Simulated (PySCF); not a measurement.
From one molecule to another.

First species: CH7PSSi.
SMILES: `CS[SiH2]P`

Second species: C6H5OP.
Atom-mapped SMILES: `[O:1]=[CH:2][c:3]1[cH:4][cH:5][cH:6][cH:7][p:8]1` (hydrogens: H9 on C2; H10 on C4; H11 on C5; H12 on C6; H13 on C7)

Levels: CAM-B3LYP/def2-SVPD for dipole moment, HOMO energy, LUMO energy, HOMO–LUMO gap, static isotropic polarisability and electronic spatial extent ⟨r²⟩ about the centre of nuclear charge; TDDFT CAM-B3LYP/def2-SVPD for lowest singlet excitation; TDA CAM-B3LYP/def2-SVPD for lowest triplet excitation (Tamm–Dancoff); GFN2-xTB for rotational constant A and rotational constant C. Geometries: GFN2-xTB. All species are isolated and taken at one optimised geometry, non-relativistic unless stated; the electronic structure was computed with PySCF and density fitting.

Dipoles, sizes and rotational constants follow the conformer. The torsions of the flexible species, by atom-mapped SMILES:
- `[CH3:1][S:2][SiH2:3][PH2:4]`: C1–S2–Si3–P4 -174°, H–P4–Si3–S2 -168°, H–P4–Si3–S2 -75°
- `[O:1]=[CH:2][c:3]1[cH:4][cH:5][cH:6][cH:7][p:8]1`: O1–C2–C3–C4 0°

Values for the first species:

```
Dipole moment                                                     : 1.79 D
HOMO energy                                                       : -8.17 eV
LUMO energy                                                       : 0.80 eV
HOMO–LUMO gap                                                     : 8.97 eV
Lowest singlet excitation                                         : 5.55 eV
Lowest triplet excitation (Tamm–Dancoff)                          : 5.19 eV
Static isotropic polarisability                                   : 88.7 au
Electronic spatial extent ⟨r²⟩ about the centre of nuclear charge : 897 bohr²
Rotational constant A                                             : 9.755 GHz
Rotational constant C                                             : 1.312 GHz
```

(1) Estimate the same properties for the second species, and the change in each.

## Answers

(1) 
```tsv
property	first	second	second less first
dipole moment	1.79 D	3.77 D	+1.98 D
HOMO energy	-8.17 eV	-8.79 eV	-0.62 eV
LUMO energy	0.80 eV	-1.45 eV	-2.25 eV
HOMO–LUMO gap	8.97 eV	7.34 eV	-1.63 eV
lowest singlet excitation	5.55 eV	3.69 eV	-1.86 eV
lowest triplet excitation (Tamm–Dancoff)	5.19 eV	3.05 eV	-2.14 eV
static isotropic polarisability	88.7 au	96.1 au	+7.4 au
electronic spatial extent ⟨r²⟩ about the centre of nuclear charge	897 bohr²	1078 bohr²	+181 bohr²
rotational constant A	9.755 GHz	3.384 GHz	-6.371 GHz
rotational constant C	1.312 GHz	1.021 GHz	-0.291 GHz
```

On the first: The vertical singlet–triplet gap S1 − T1 is 0.36 eV (TDDFT singlet less Tamm–Dancoff triplet; S1: HOMO→LUMO, weight 0.82; T1: HOMO→LUMO, weight 0.68). The dipole matches unit charges of opposite sign 0.37 Å apart (1 e·Å = 4.8032 D).

On the second: The polarisability is 14.24 Å³ as a volume (1 au = 0.148185 Å³), or 1.50 au for each of the 64 electrons. No computed singlet falls in the visible range (750 to 380 nm, 1.65 to 3.26 eV); S1 lies 0.43 eV above its blue end.
